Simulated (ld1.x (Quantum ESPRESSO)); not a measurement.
## Pseudopotential generation for iodine (I): TM, PBE, scalar-relativistic.

I, norm-conserving Troullier–Martins (Kleinman–Bylander form), made with ld1.x (Quantum ESPRESSO) 7.5 (PBE, scalar-relativistic). Core [Kr], reference 4d10 5s2 5p5. Waves: 5s (bound): rc 1.55 bohr; 5p (bound): rc 1.34 bohr; 4d (bound): rc 1.35 bohr. Local part: the d channel. Core correction: Bessel-smoothed model core, default radius (core density twice the valence density).

Poles of the logarithmic derivatives, all-electron (AE) and pseudo (PS). s: poles at no energy (AE) and 3.5 (PS) Ry. p: poles at no energy (AE) and -3.4 (PS) Ry. d: poles at -3.2 (AE) and -3.2 (PS) Ry. Test radius 1.71 bohr.

- Cutoffs needed: 160 Ry and 230 Ry (the cutoffs (Ry, on a coarse ladder) from which the occupation-weighted sum of valence levels, in a spherical-Bessel basis at the reference potential, stays within 10 and 1 mRy of its value at 400 Ry)
- Ghost test: ghost states, extra bound levels that the all-electron valence spectrum of the same l lacks: s at -217.5 eV, p at -48.4 eV; a true bound ghost makes a file unfit for plane-wave use (spherical-Bessel basis up to 400 Ry, 20 bohr box)
- Largest excitation error: -515 meV (all-electron minus pseudo) for 4d9 5s2 5p6, out of 7 test configurations
